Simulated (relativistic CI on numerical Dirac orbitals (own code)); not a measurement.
Hyperfine structure of Lu VI, mass number 176

Calculated at this level of theory: Dirac-Coulomb-Breit CI, orbitals from a KLI potential per configuration, a model potential for QED, valence Slater integrals scaled by 0.85, P86 correlation energy added to each configuration (own radial code, finite nucleus).

Configurations in the expansion (outside the closed core [Kr] 4d10): 4f12 5s2 5p6, 4f13 5s2 5p5, 4f14 5s2 5p4, 4f12 5s2 5p5 5d, 4f11 5s2 5p6 5d, 4f11 5s2 5p6 6s, 4f13 5s2 5p4 5d, 4f12 5s2 5p5 5f, 4f12 5s 5p6 5d, 4f11 5s2 5p6 6p, 4f14 5p6, 4f13 5s 5p6, 4f14 5s 5p5, 4f11 5s2 5p6 7s, 4f13 5s 5p5 6s, 4f12 5s 5p6 6s. Levels of other configurations are missing.

Nuclear spin I = 7, μ = 3.16 μN, Q = 4.92 b (tables of Stone and Pyykkö). The electronic factors are computed for point nuclear moments, without core polarisation or the Bohr-Weisskopf and QED corrections.

```tsv
Level	E (cm⁻¹)	A (MHz)	B (MHz)
4f12 5s2 5p6 3H_6	0.0	525.2	-11800
4f12 5s2 5p6 3F_4	6422.9	522.5	804
4f12 5s2 5p6 3H_5	10928.0	661.3	-10600
4f12 5s2 5p6 3H_4	16139.1	675.2	-4890
4f12 5s2 5p6 3F_3	18621.2	595.5	3150
4f12 5s2 5p6 3F_2	18949.4	613.7	4610
4f12 5s2 5p6 1I_6	41775.6	666.2	-23600
4f12 5s2 5p6 3P_1	46416.0	43.22	-3550
```

Levels with J = 0, under 50 % of one LS term, or S terms without an open s electron are left out. Small factors come from cancelling terms and can be off by tens of per cent or more.

At this charge configurations can still be misplaced by up to about 7 % of their energy. Levels and lines within the n = 5 or 6 shells can be off by up to 10 % or somewhat more, and those that change n by about 2 %, since core polarisation is missing. Levels that differ in their count of f electrons can be misplaced by several ten thousand cm⁻¹, since the correlation energy of f electrons is missing or only estimated; rates across such gaps can be off by orders of magnitude.

(1) Give the hyperfine levels of 4f12 5s2 5p6 3H_6 relative to its centre of gravity.

Results:

(1) With K = F(F + 1) − I(I + 1) − J(J + 1), E = AK/2 + B[¾K(K + 1) − I(I + 1)J(J + 1)]/[2I(2I − 1)J(2J − 1)]: F = 1: -29610, F = 2: -28010, F = 3: -25660, F = 4: -22600, F = 5: -18900, F = 6: -14670, F = 7: -9990, F = 8: -4999, F = 9: 165.1, F = 10: 5344, F = 11: 10360, F = 12: 15020, F = 13: 19110 MHz.

LS names give the leading component of a level, which can be under half, so a name can repeat, a term be missing and a line seem to break the LS rules.
